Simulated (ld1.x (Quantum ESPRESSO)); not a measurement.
# u(r) = r·R(r): atom against pseudo-atom (bismuth (Bi))

Columns: radius, all-electron u(r) and pseudo u(r) of the 5d shell (level -27.08 eV) of bismuth in the configuration [Xe] 4f14 5d10 6s2 6p3; PBE, scalar-relativistic, PAW scheme, ld1.x (Quantum ESPRESSO) 7.5.

| r (bohr) | all-electron | pseudo |
| --- | --- | --- |
| 0.135 | 0.2611 | 0.0070 |
| 0.270 | -0.4496 | 0.0523 |
| 0.405 | -0.3849 | 0.1591 |
| 0.540 | 0.1127 | 0.3261 |
| 0.675 | 0.5771 | 0.5272 |
| 0.810 | 0.8694 | 0.7217 |
| 0.945 | 0.9989 | 0.8687 |
| 1.080 | 1.0137 | 0.9415 |
| 1.215 | 0.9605 | 0.9363 |
| 1.350 | 0.8729 | 0.8704 |
| 1.485 | 0.7722 | 0.7732 |
| 1.620 | 0.6709 | 0.6710 |
| 1.755 | 0.5757 | 0.5757 |
| 1.890 | 0.4897 | 0.4897 |
| 2.025 | 0.4138 | 0.4138 |
| 2.160 | 0.3481 | 0.3481 |
| 2.295 | 0.2917 | 0.2917 |
| 2.430 | 0.2438 | 0.2438 |
| 2.565 | 0.2033 | 0.2033 |
| 2.700 | 0.1693 | 0.1693 |
| 2.835 | 0.1407 | 0.1407 |
| 2.970 | 0.1169 | 0.1169 |
| 3.105 | 0.0970 | 0.0970 |
| 3.240 | 0.0804 | 0.0804 |
| 3.375 | 0.0666 | 0.0666 |
| 3.510 | 0.0551 | 0.0551 |

**Question.** How many radial nodes do the two functions have?

**Answer.** The all-electron 5d function has n − l − 1 = 2; the pseudo-wave has 0, since the states of the same l below it are removed with the core.

**Question.** At about which radius was the pseudo-wave matched?

**Answer.** 1.65 bohr, where the columns begin to agree (steps of 0.14 bohr).

**Question.** Is the pseudo-wave norm-conserving?

**Answer.** No, it belongs to a PAW set: the norm inside the radius is not constrained, and the difference is carried by the augmentation charge.
